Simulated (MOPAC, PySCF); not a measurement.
System: CH3 (anion, charge -1), singlet: umbrella (inversion) coordinate, bond length relaxed. Scanned: angle between the C-H bonds and the threefold axis (90 = planar). Other coordinates (C-H bond length) were minimised at PBE0/def2-TZVP.

- RKS-B3LYP/6-311+G** = PySCF with restricted B3LYP/6-311+G**, spherical d
- PM3, restricted, heats of formation (MOPAC)
- RKS-B3LYP/6-31G* = PySCF with restricted B3LYP/6-31G*, spherical d
- CCSD(T) on RHF/aug-cc-pVDZ, 1 core orbital frozen (PySCF)

Energies relative to the lowest point of each profile, in kJ/mol; the last columns give the difference from CCSD(T):

```json
[
 {"a / °": "90", "RKS-B3LYP/6-311+G**": "9.8", "PM3": "0.4", "RKS-B3LYP/6-31G*": "46.9", "CCSD(T)": "13.6", "RKS-B3LYP/6-311+G** − CCSD(T)": "-3.8", "PM3 − CCSD(T)": "-13.2", "RKS-B3LYP/6-31G* − CCSD(T)": "33.3"},
 {"a / °": "93", "RKS-B3LYP/6-311+G**": "9.4", "PM3": "0.4", "RKS-B3LYP/6-31G*": "45.7", "CCSD(T)": "13.1", "RKS-B3LYP/6-311+G** − CCSD(T)": "-3.7", "PM3 − CCSD(T)": "-12.7", "RKS-B3LYP/6-31G* − CCSD(T)": "32.7"},
 {"a / °": "96", "RKS-B3LYP/6-311+G**": "8.0", "PM3": "0.3", "RKS-B3LYP/6-31G*": "42.4", "CCSD(T)": "11.5", "RKS-B3LYP/6-311+G** − CCSD(T)": "-3.5", "PM3 − CCSD(T)": "-11.2", "RKS-B3LYP/6-31G* − CCSD(T)": "30.9"},
 {"a / °": "99", "RKS-B3LYP/6-311+G**": "5.9", "PM3": "0.2", "RKS-B3LYP/6-31G*": "37.1", "CCSD(T)": "9.0", "RKS-B3LYP/6-311+G** − CCSD(T)": "-3.1", "PM3 − CCSD(T)": "-8.8", "RKS-B3LYP/6-31G* − CCSD(T)": "28.0"},
 {"a / °": "102", "RKS-B3LYP/6-311+G**": "3.6", "PM3": "0.1", "RKS-B3LYP/6-31G*": "30.3", "CCSD(T)": "6.1", "RKS-B3LYP/6-311+G** − CCSD(T)": "-2.5", "PM3 − CCSD(T)": "-6.1", "RKS-B3LYP/6-31G* − CCSD(T)": "24.1"},
 {"a / °": "105", "RKS-B3LYP/6-311+G**": "1.4", "PM3": "0.0", "RKS-B3LYP/6-31G*": "22.6", "CCSD(T)": "3.2", "RKS-B3LYP/6-311+G** − CCSD(T)": "-1.8", "PM3 − CCSD(T)": "-3.2", "RKS-B3LYP/6-31G* − CCSD(T)": "19.3"},
 {"a / °": "108", "RKS-B3LYP/6-311+G**": "0.0", "PM3": "0.2", "RKS-B3LYP/6-31G*": "14.8", "CCSD(T)": "1.0", "RKS-B3LYP/6-311+G** − CCSD(T)": "-1.0", "PM3 − CCSD(T)": "-0.7", "RKS-B3LYP/6-31G* − CCSD(T)": "13.8"},
 {"a / °": "111", "RKS-B3LYP/6-311+G**": "0.0", "PM3": "1.3", "RKS-B3LYP/6-31G*": "7.7", "CCSD(T)": "0.0", "RKS-B3LYP/6-311+G** − CCSD(T)": "0.0", "PM3 − CCSD(T)": "1.3", "RKS-B3LYP/6-31G* − CCSD(T)": "7.7"},
 {"a / °": "114", "RKS-B3LYP/6-311+G**": "2.1", "PM3": "3.8", "RKS-B3LYP/6-31G*": "2.5", "CCSD(T)": "1.0", "RKS-B3LYP/6-311+G** − CCSD(T)": "1.1", "PM3 − CCSD(T)": "2.8", "RKS-B3LYP/6-31G* − CCSD(T)": "1.5"},
 {"a / °": "117", "RKS-B3LYP/6-311+G**": "6.9", "PM3": "9.0", "RKS-B3LYP/6-31G*": "0.0", "CCSD(T)": "4.6", "RKS-B3LYP/6-311+G** − CCSD(T)": "2.4", "PM3 − CCSD(T)": "4.4", "RKS-B3LYP/6-31G* − CCSD(T)": "-4.6"},
 {"a / °": "120", "RKS-B3LYP/6-311+G**": "15.2", "PM3": "18.0", "RKS-B3LYP/6-31G*": "1.3", "CCSD(T)": "11.4", "RKS-B3LYP/6-311+G** − CCSD(T)": "3.8", "PM3 − CCSD(T)": "6.5", "RKS-B3LYP/6-31G* − CCSD(T)": "-10.1"},
 {"a / °": "123", "RKS-B3LYP/6-311+G**": "27.4", "PM3": "32.1", "RKS-B3LYP/6-31G*": "7.2", "CCSD(T)": "22.1", "RKS-B3LYP/6-311+G** − CCSD(T)": "5.3", "PM3 − CCSD(T)": "10.1", "RKS-B3LYP/6-31G* − CCSD(T)": "-14.9"},
 {"a / °": "126", "RKS-B3LYP/6-311+G**": "44.0", "PM3": "52.8", "RKS-B3LYP/6-31G*": "18.7", "CCSD(T)": "37.1", "RKS-B3LYP/6-311+G** − CCSD(T)": "6.9", "PM3 − CCSD(T)": "15.7", "RKS-B3LYP/6-31G* − CCSD(T)": "-18.4"},
 {"a / °": "129", "RKS-B3LYP/6-311+G**": "65.4", "PM3": "81.0", "RKS-B3LYP/6-31G*": "36.6", "CCSD(T)": "57.0", "RKS-B3LYP/6-311+G** − CCSD(T)": "8.5", "PM3 − CCSD(T)": "24.0", "RKS-B3LYP/6-31G* − CCSD(T)": "-20.4"},
 {"a / °": "132", "RKS-B3LYP/6-311+G**": "92.3", "PM3": "117.2", "RKS-B3LYP/6-31G*": "61.7", "CCSD(T)": "82.3", "RKS-B3LYP/6-311+G** − CCSD(T)": "10.0", "PM3 − CCSD(T)": "34.9", "RKS-B3LYP/6-31G* − CCSD(T)": "-20.7"}
]
```

RKS-B3LYP/6-311+G** is furthest from CCSD(T) at 132 (10.0 kJ/mol, above); its mean absolute difference over the points is 3.8 kJ/mol.

PM3 is furthest from CCSD(T) at 132 (34.9 kJ/mol, above); its mean absolute difference over the points is 10.4 kJ/mol.

RKS-B3LYP/6-31G* is furthest from CCSD(T) at 90 (33.3 kJ/mol, above); its mean absolute difference over the points is 18.7 kJ/mol.
